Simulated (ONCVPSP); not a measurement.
**Reading a pseudo-wave (Mn (Z = 25))**

Columns: radius, all-electron u(r) and pseudo u(r) of the 3d shell (level -3.39 eV) of manganese in the configuration [Ne] 3s2 3p6 3d6 4s1; PBEsol, scalar-relativistic, ONCV scheme, ONCVPSP 4.0.1.

```json
{"r (bohr)": "0.072", "all-electron": "0.0252", "pseudo": "0.0030"}
{"r (bohr)": "0.145", "all-electron": "0.1233", "pseudo": "0.0235"}
{"r (bohr)": "0.217", "all-electron": "0.2627", "pseudo": "0.0739"}
{"r (bohr)": "0.290", "all-electron": "0.4108", "pseudo": "0.1612"}
{"r (bohr)": "0.362", "all-electron": "0.5419", "pseudo": "0.2803"}
{"r (bohr)": "0.435", "all-electron": "0.6501", "pseudo": "0.4243"}
{"r (bohr)": "0.507", "all-electron": "0.7308", "pseudo": "0.5737"}
{"r (bohr)": "0.580", "all-electron": "0.7872", "pseudo": "0.7148"}
{"r (bohr)": "0.652", "all-electron": "0.8212", "pseudo": "0.8281"}
{"r (bohr)": "0.725", "all-electron": "0.8376", "pseudo": "0.9063"}
{"r (bohr)": "0.798", "all-electron": "0.8400", "pseudo": "0.9449"}
{"r (bohr)": "0.870", "all-electron": "0.8321", "pseudo": "0.9473"}
{"r (bohr)": "0.942", "all-electron": "0.8169", "pseudo": "0.9221"}
{"r (bohr)": "1.015", "all-electron": "0.7963", "pseudo": "0.8783"}
{"r (bohr)": "1.088", "all-electron": "0.7722", "pseudo": "0.8260"}
{"r (bohr)": "1.160", "all-electron": "0.7463", "pseudo": "0.7750"}
{"r (bohr)": "1.232", "all-electron": "0.7193", "pseudo": "0.7305"}
{"r (bohr)": "1.305", "all-electron": "0.6914", "pseudo": "0.6940"}
{"r (bohr)": "1.378", "all-electron": "0.6636", "pseudo": "0.6637"}
{"r (bohr)": "1.450", "all-electron": "0.6365", "pseudo": "0.6365"}
{"r (bohr)": "1.522", "all-electron": "0.6101", "pseudo": "0.6100"}
{"r (bohr)": "1.595", "all-electron": "0.5841", "pseudo": "0.5841"}
{"r (bohr)": "1.668", "all-electron": "0.5591", "pseudo": "0.5590"}
{"r (bohr)": "1.740", "all-electron": "0.5353", "pseudo": "0.5353"}
{"r (bohr)": "1.812", "all-electron": "0.5126", "pseudo": "0.5125"}
{"r (bohr)": "1.885", "all-electron": "0.4905", "pseudo": "0.4905"}
```

**Question.** How many radial nodes do the two functions have?

**Answer.** The all-electron 3d function has n − l − 1 = 0; the pseudo-wave has 0.

**Question.** At about which radius was the pseudo-wave matched?

**Answer.** 1.45 bohr, where the columns begin to agree (steps of 0.07 bohr).

**Question.** Is the pseudo-wave norm-conserving?

**Answer.** Yes: the ONCV scheme keeps the norm inside the radius equal to the all-electron one, which fixes the energy derivative of the logarithmic derivative at the level.
